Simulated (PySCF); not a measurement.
A structure optimised at PBE0-D3(BJ)/def2-SVP, used in a PySCF frequency run:

```xyz
13

C     -1.0896    -1.3636     0.0000
C      0.0704    -0.4052     0.0000
F      1.2432    -1.1195     0.0000
C      0.0345     0.7352    -1.0235
O     -0.2325     1.6897     0.0000
C      0.0345     0.7352     1.0235
H     -1.0530    -2.0052     0.8930
H     -1.0530    -2.0052    -0.8930
H     -2.0411    -0.8131     0.0000
H     -0.7563     0.7006    -1.7920
H      1.0163     0.8850    -1.5080
H     -0.7563     0.7006     1.7920
H      1.0163     0.8850     1.5080
```

Task: Write its SMILES, formula and point group.

Result: CC1(F)COC1, C4H7FO, Cs

Task: What are its rotational constants (standard atomic weights)?

Result: 5.5632, 3.2205, 2.9365 GHz
